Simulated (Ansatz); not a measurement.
Species: ScF (charge 0, singlet). 
Geometry from a B3LYP-D3(BJ)/def2-TZVP (Ansatz, a quantum-chemistry and plane-wave program) optimisation:
```
Sc
F 1 1.7930
```

Total electronic energies in hartree. Correlated levels leave the core frozen unless marked. No spin-orbit coupling. Frozen are the shells of the preceding noble gas and the d and f shells that filled before the atom's block. No relativistic terms. CBS marks a two-point X^-3 extrapolation of the correlation energy; Hartree-Fock from the larger set. [CCSD(T)-MP2]/basis is that difference in the basis named.

The Hartree-Fock reference is unstable (checked in the largest basis), which strains HF and MP2. 

| level | program | energy (Eh) |
|---|---|---|
| RI-HF/def2-QZVPP | Ansatz | -859.29987 |
| PBE0-D3(BJ)/def2-TZVP | Ansatz + dftd3 | -860.31261 |
| LC-wPBE/def2-TZVPD | Ansatz | -860.36609 |
| wB97X/def2-TZVPD | Ansatz | -860.57761 |
| SCS-MP2/def2-QZVPPD | Ansatz | -859.63675 |
| CCSD(T)/STO-3G | Ansatz | -850.34580 |
| CCSD(T)/def2-SVP | Ansatz | -859.30775 |
| RI-MP2/CBS(def2-TZVPP,def2-QZVPP)+[CCSD(T)-MP2]/def2-SVP | Ansatz | -859.6770 |
| CCSD(T)/CBS(def2-TZVPPD,def2-QZVPPD) | Ansatz | -859.6755 |

Totals of different functionals don't rank their quality; only differences between species are comparable.
